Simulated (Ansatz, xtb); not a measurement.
# C3H5F3GeO: which of two isomers lies lower

Structure I is `FC[C@]1([GeH]([F])[F])CO1`, a singlet and structure II is `[F][Ge]([F])([F])[C@@H]1CCO1`, a singlet. Both are isolated molecules in the gas phase, relaxed with r2SCAN-D4/def2-SVP; each stands in its lowest conformer found.

Q: Estimate which is lower in electronic energy at CCSD(T)/def2-SVP + ΔMP2/def2-TZVPP, and by roughly how much.

A: The CCSD(T)/def2-SVP + ΔMP2/def2-TZVPP calculation puts structure II lower, by 142.5 kJ/mol.

The same difference at several levels:

| level | geometry | E(II) − E(I) (kJ/mol) | departure from the last row (kJ/mol) | job, with rough time for the two |
| --- | --- | --- | --- | --- |
| r2SCAN-D4/def2-SVP | r2SCAN-D4/def2-SVP | −126.5 | +16.0 | optimisation, 68 s |
| HF/def2-SVP | r2SCAN-D4/def2-SVP | −131.0 | +11.5 | part of the CCSD(T) run |
| MP2/def2-SVP | r2SCAN-D4/def2-SVP | −137.8 | +4.7 | part of the CCSD(T) run |
| CCSD(T)/def2-SVP | r2SCAN-D4/def2-SVP | −133.3 | +9.2 | single point |
| CCSD(T)/def2-SVP + ΔMP2/def2-TZVPP | r2SCAN-D4/def2-SVP | −142.5 |  | single point, 3.1 min |

As drawn, II has 1 F–Ge, 1 C–H in place of 1 C–F, 1 Ge–H. Structure I has a 3-membered ring, II a 4-membered ring.

None of the levels shown reverses the order. The largest departure from CCSD(T)/def2-SVP + ΔMP2/def2-TZVPP is that of r2SCAN-D4/def2-SVP, 16.0 kJ/mol. A small imaginary or near-zero mode remains, so no thermal terms are given. Levels run at GFN2-xTB geometries aren't shown. The last row adds to CCSD(T) the change of the MP2 difference between the two basis sets, here −9.2 kJ/mol.

The correlated steps freeze 16 core orbitals; the filled d shell of Ge is correlated, in a basis made for valence electrons. Run with Ansatz 0.2.0, xtb 6.7.1; the last row on 4 threads of Arm Neoverse V1 on a shared host.
